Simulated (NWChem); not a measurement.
Species: BNH₃Cl; SMILES NBCl

```xyz
6

B     -0.5800     0.5139     0.0000
H     -1.7612     0.6555     0.0000
Cl     0.0853    -1.1441     0.0000
N      0.2831     1.6023     0.0000
H     -0.0555     2.5545     0.0000
H      1.2912     1.5168     0.0000
```
Atoms are numbered in this order, from 1.

Program: NWChem. Pople sets run with spherical d functions. Coordinates come from a B3LYP/6-31G* (spherical d) optimisation. Vzz is the largest principal value of the second derivative of the potential at the nucleus (NWChem prints the opposite sign); η is the asymmetry. Non-relativistic.

| level | Vzz B1 (a.u.) | η B1 | Vzz Cl3 (a.u.) | η Cl3 | Vzz N4 (a.u.) | η N4 | relative time |
|---|---|---|---|---|---|---|---|
| B3LYP/def2-TZVP | 0.344 | 0.78 | 2.158 | 0.40 | -0.578 | 0.68 | 5 |
| B3LYP/6-31G* | 0.296 | 0.80 | 2.049 | 0.36 | -0.632 | 0.53 | 1 |
| PBE0/def2-SVP | 0.295 | 0.76 | 1.997 | 0.36 | -0.631 | 0.56 | 1 |
| PBE0/cc-pVTZ | 0.332 | 0.80 | 2.001 | 0.39 | -0.572 | 0.63 | 10 |

The last column is a rough cost ratio, cheapest run = 1.
